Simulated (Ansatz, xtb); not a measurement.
Relative energy of two isomers of C5H9ClS

Structure I: `CC[C@H](Cl)C(C)=S`, a singlet. Structure II: `C/C=C(\Cl)SCC`, a singlet. Both are isolated molecules in the gas phase, relaxed with B3LYP-D3(BJ)/def2-SVP; each stands in its lowest conformer found.

Quicker runs give these differences E(II) − E(I): GFN2-xTB +6.0 kcal/mol; HF/STO-3G −5.1 kcal/mol (at GFN2-xTB geometries); r2SCAN-D4/def2-SVP +5.9 kcal/mol (at GFN2-xTB geometries).

Q: Estimate which is lower in electronic energy at CCSD(T)/def2-SVP + ΔMP2/def2-TZVPP, and by roughly how much.

A: The CCSD(T)/def2-SVP + ΔMP2/def2-TZVPP calculation puts structure I lower, by 5.2 kcal/mol.

Level by level:

```json
{"level": "GFN2-xTB", "geometry": "GFN2-xTB", "E(II) − E(I) (kcal/mol)": "+6.0", "departure from the last row (kcal/mol)": "+0.8", "job, with rough time for the two": "optimisation, 0.3 s"}
{"level": "HF/STO-3G", "geometry": "GFN2-xTB", "E(II) − E(I) (kcal/mol)": "−5.1", "departure from the last row (kcal/mol)": "−10.3", "job, with rough time for the two": "single point, 0.69 s"}
{"level": "r2SCAN-D4/def2-SVP", "geometry": "GFN2-xTB", "E(II) − E(I) (kcal/mol)": "+5.9", "departure from the last row (kcal/mol)": "+0.8", "job, with rough time for the two": "single point, 5.2 s"}
{"level": "B3LYP-D3(BJ)/def2-SVP", "geometry": "B3LYP-D3(BJ)/def2-SVP", "E(II) − E(I) (kcal/mol)": "+5.1", "departure from the last row (kcal/mol)": "−0.1", "job, with rough time for the two": "optimisation, 65 s"}
{"level": "HF/def2-SVP", "geometry": "B3LYP-D3(BJ)/def2-SVP", "E(II) − E(I) (kcal/mol)": "+7.2", "departure from the last row (kcal/mol)": "+2.1", "job, with rough time for the two": "part of the CCSD(T) run"}
{"level": "MP2/def2-SVP", "geometry": "B3LYP-D3(BJ)/def2-SVP", "E(II) − E(I) (kcal/mol)": "+8.8", "departure from the last row (kcal/mol)": "+3.7", "job, with rough time for the two": "part of the CCSD(T) run"}
{"level": "CCSD(T)/def2-SVP", "geometry": "B3LYP-D3(BJ)/def2-SVP", "E(II) − E(I) (kcal/mol)": "+8.6", "departure from the last row (kcal/mol)": "+3.5", "job, with rough time for the two": "single point"}
{"level": "CCSD(T)/def2-SVP + ΔMP2/def2-TZVPP", "geometry": "B3LYP-D3(BJ)/def2-SVP", "E(II) − E(I) (kcal/mol)": "+5.2", "departure from the last row (kcal/mol)": "", "job, with rough time for the two": "single point, 2 min"}
```

As drawn, II has 1 C=C, 2 C–S in place of 2 C–C, 1 C=S.

HF/STO-3G puts the two in the other order. The largest departure from CCSD(T)/def2-SVP + ΔMP2/def2-TZVPP is that of HF/STO-3G, 10.3 kcal/mol. The last row adds to CCSD(T) the change of the MP2 difference between the two basis sets, here −3.5 kcal/mol, a large step that makes the value less sure.

With thermal terms from frequencies at re-optimised GFN2-xTB minima (ideal gas, soft modes damped towards free rotors, one conformer each, 298.15 K, 1 atm): on the last row, ΔE + ΔZPE = +4.2, ΔH = +4.5, ΔG = +3.9 kcal/mol.

The correlated steps freeze 15 core orbitals. Mirror images aren't counted in ΔG. Codes used: Ansatz 0.2.0, xtb 6.7.1; the last row on 4 threads of Arm Neoverse V1 on a shared host.
